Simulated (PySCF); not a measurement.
**Excitation energy of Mg by level of theory**

Mg [Ne] 3s2 (1S) → Mg [Ne] 3s1 3d1 (3D), as a difference of total energies. Computed with PySCF 2.14 in aug-cc-pCVTZ, with the non-relativistic Hamiltonian (point nucleus). Correlated levels: valence and next inner shell: 1s2 frozen. The calculations carry no spin-orbit coupling.

```csv
method,excitation energy (cm⁻¹)
UHF,45721
MP2 (valence and next inner shell),51037
SCS-MP2 (valence and next inner shell),52421
CCSD (valence and next inner shell),52014
CCSD(T) (valence and next inner shell),52242
```

Errors of the correlated levels include the incompleteness of this basis and the frozen core.

The promoted electron is Rydberg-like, and one or two diffuse shells describe it only roughly, which tends to raise the upper state.

**Question.** Which method comes closest to the reference value, and which is furthest?

**Answer.** The reference is 47957 cm⁻¹ (measured; NIST levels, between the centres of gravity of the two terms). Closest: UHF (error -2235.8 cm⁻¹); furthest: SCS-MP2 (valence and next inner shell) (error 4464.4 cm⁻¹).
